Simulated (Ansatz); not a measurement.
Sin: revPBE-D4/def2-TZVP single points in Ansatz on relaxed structures, gas phase. Each cluster is the lowest isomer that a short search found in that spin, judged at the geometry's level, and lower ones may exist. Binding counts from free atoms in the multiplicity of their measured ground term, without zero-point energy. Singlets are spin-restricted. A dash marks a value that wasn't run or was left out as unsound. The structures are stationary points that may keep the symmetry of their start. Remarks come from the PBE and PBE0 runs and from stability tests at other levels; not every state was tested.

```tsv
species	atoms	state	geometry	HOMO (eV)	LUMO (eV)	gap (eV)	binding per atom (eV)	lowest of the spins relaxed	point group (within 0.1 Å)	remarks
Si3	3	singlet	PBE-D4/def2-TZVP	-5.36	-4.24	1.12	–	triplet (-0.11 eV), of singlet/triplet/quintet	C2v	triplet lower at PBE0, triplet lowest at PBE0
Si4	4	singlet	r2SCAN-D4/def2-TZVP	-5.45	-4.34	1.11	3.11	singlet, of singlet/triplet/quintet	D2h	–
Si7	7	singlet	r2SCAN-D4/def2-SVP	-5.71	-3.60	2.12	3.70	singlet, of singlet/triplet/quintet	D5h	–
```

The gap (eV) runs from 1.11 (Si4) to 2.12 (Si7).
